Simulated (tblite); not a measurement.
Species: C7H7F3.
Numbering: `[CH2:1]=[CH:2]/[CH:3]=[CH:4]/[CH:5]=[CH:6]/[C:7]([F:8])([F:9])[F:10]` (hydrogens: H11, H12 on C1; H13 on C2; H14 on C3; H15 on C4; H16 on C5; H17 on C6)

Computed geometry: GFN2-xTB, gas phase.

Q: List the bond lengths, angles and torsions at this level.

A: 
```tsv
bond	length (pm)
C1=C2	133.2
C2–C3	143.8
C3=C4	134.5
C4–C5	143.4
C5=C6	133.7
C6–C7	148.9
C7–F8, C7–F9, C7–F10	134.6
C1–H11	107.8
C1–H12	107.6
C2–H13	108.2
C3–H14	108.3
C4–H15	108.2
C5–H16	108.2
C6–H17	107.9
```

Bonds in one row agree within 1 pm and their mean is given. A selection of angles:
```tsv
angle	degrees
C1–C2–C3	123.4
C2–C3–C4	123.8
C3–C4–C5	123.2
C4–C5–C6	123.7
C5–C6–C7	123.2
C6–C7–F8	112.2
C6–C7–F10	113.8
F8–C7–F9	105.6
```

Torsions: C1–C2–C3–C4 180° (antiperiplanar); C2–C3–C4–C5 180° (antiperiplanar); C3–C4–C5–C6 180° (antiperiplanar); C4–C5–C6–C7 180° (antiperiplanar); C5–C6–C7–F8 121° (anticlinal).

The 6 C–C bonds span 1.332 Å (C1=C2, drawn double) to 1.489 Å (C6–C7, drawn single), a spread of 0.157 Å. Of the pairs four or more bonds apart, F10···H16 is among the closest relative to their van der Waals radii: 2.42 Å, 91 % of the sum of Bondi's values.

Point group: Cs (every atom within 0.08 Å of its image). Its GFN2-xTB frequencies are all real (lowest 22 cm⁻¹). One conformer, not necessarily the lowest.
